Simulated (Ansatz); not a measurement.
Reaction (atomization): `[OH][GeH]([Cl])[GeH3]` → Cl• + 2 Ge• + 5 H• + O•

Gas-phase electronic energies from Ansatz, PBE0-D4/def2-TZVP geometries. CCSD(T)/CBS adds triple-zeta CCSD(T) − MP2 to the extrapolated MP2 energy (def2 sets, frozen cores). This one scheme is used for every species, atoms too. For atomizations the MP2-based limit and the directly extrapolated one differ by several kJ/mol either way, and by 10 to 25 for some Ge, Se and Sn compounds, so smaller differences from it don't rank the levels. Functionals use def2-TZVPP. B3LYP here is the variant with VWN-RPA as its local correlation; programs differ in this. Open shells (•) are unrestricted, without spin–orbit coupling. Spin–orbit coupling would lower the free atoms: a little for Cl, O; clearly for Ge. For Ge outer-core shells are correlated without core-valence functions, so the limit isn't a true one: a few kJ/mol of doubt a bond, and 10 to 20 or more in all where bonds break to atoms. Scalar relativity is left out up to krypton. One conformer a species, not always the lowest.

```
             level  ΔE (kcal/mol)  difference from CCSD(T)/CBS
            PBE-D4          622.5                         -4.9
            B97M-V          631.3                          3.9
          BHLYP-D4          601.1                        -26.3
           ωB97X-V          627.5                          0.1
              BLYP          601.3                        -26.1
             B3LYP          607.1                        -20.3
       HF/def2-SVP          434.2                       -193.2
  CCSD(T)/def2-SVP          575.6                        -51.8
CCSD(T)/def2-TZVPP          613.6                        -13.8
     HF/def2-QZVPP          439.5                       -187.9
       CCSD(T)/CBS          627.4                            0
```

Largest T1 diagnostic among the species: 0.012.

In def2-TZVPP, CCSD(T) changes the Hartree–Fock value by +174.4 kcal/mol (the triples alone add +9.7 kcal/mol) and MP2 by +178.4 kcal/mol; breaking electron pairs costs correlation energy, which Hartree–Fock lacks. From PBE to PBE0 (25 % exact exchange), in def2-TZVPP and without D4, ΔE moves by −7.9 kcal/mol: exact exchange takes away binding that semilocal exchange gives to molecules. At CCSD(T), def2-SVP lies −51.8 kcal/mol from the extrapolated value and def2-TZVPP −13.8 kcal/mol: correlation converges slowly with the basis, and small sets miss more of it in the bonded molecule than in its fragments.
